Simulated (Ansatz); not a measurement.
Isolated molecules relaxed with PBE0-D4/def2-TZVP in Ansatz; ΔE leaves out vibrations. CCSD(T)/CBS adds triple-zeta CCSD(T) − MP2 to the extrapolated MP2 energy (def2 sets, frozen cores). DFT in def2-TZVPP. B3LYP here is the variant with VWN-RPA as its local correlation; programs differ in this. One conformer a species, not always the lowest.

Consider the redistribution: `BOC[SiH](F)F` + `C[SiH2]N` → `C[SiH2][SiH](F)F` + `BOCN`.

```tsv
level	ΔE (kJ/mol)	difference from CCSD(T)/CBS
PBE-D4	63.1	-24.6
PBE0-D4	70.7	-17.0
B3LYP-D4	81.3	-6.4
ωB97X-V	79.3	-8.4
PBE	62.5	-25.2
r2SCAN	79.6	-8.1
PBE0	70.3	-17.4
CCSD/def2-TZVPP	87.3	-0.4
HF/CBS(def2)	95.5	7.8
CCSD/CBS(def2)	90.0	2.3
CCSD(T)/CBS	87.7	0
```

Largest T1 diagnostic among the species: 0.013.

From PBE to PBE0 (25 % exact exchange), in def2-TZVPP and without D4, ΔE moves by +7.8 kJ/mol.
